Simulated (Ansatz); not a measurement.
C2H4SiZn, SMILES `C=[C]1[SiH2][Zn]1`. Charge 0, multiplicity 1. The structure was optimised at the PBE0-D4/def2-TZVP level.

```xyz
8

C     1.297    0.296    0.749
C     0.360   -0.466    0.198
Si   -1.237    0.016   -0.696
Zn    0.239   -1.722   -1.376
H     2.209   -0.121    1.171
H     1.204    1.382    0.822
H    -2.347   -0.822   -0.156
H    -1.726    1.436   -0.712
```

Question: What is the dipole moment at PBE/def2-TZVPP? (Best estimate.)

Answer: The calculation gave: 1.46 D, with components (1.11, -0.63, -0.72) D in this frame, pointing from negative to positive charge.

Question: And with r2SCAN, B3LYP, ωB97M-V? (An estimate is asked.)

Answer: Ansatz gave: r2SCAN 1.52 D, B3LYP 1.60 D, ωB97M-V 1.95 D.

Question: Give the Mulliken charges with PBE, B3LYP, r2SCAN in def2-TZVPP. (An estimate is asked.)

Answer: The calculation gave: 
```tsv
atom	PBE	B3LYP	r2SCAN
C1	-0.25	-0.26	-0.21
C2	0.00	-0.06	-0.12
Si3	0.11	0.17	0.19
Zn4	0.05	0.07	0.12
H5	0.11	0.11	0.09
H6	0.09	0.10	0.08
H7	-0.04	-0.06	-0.07
H8	-0.07	-0.08	-0.09
```

B3LYP here is the variant with VWN-RPA as its local correlation; programs differ in this.
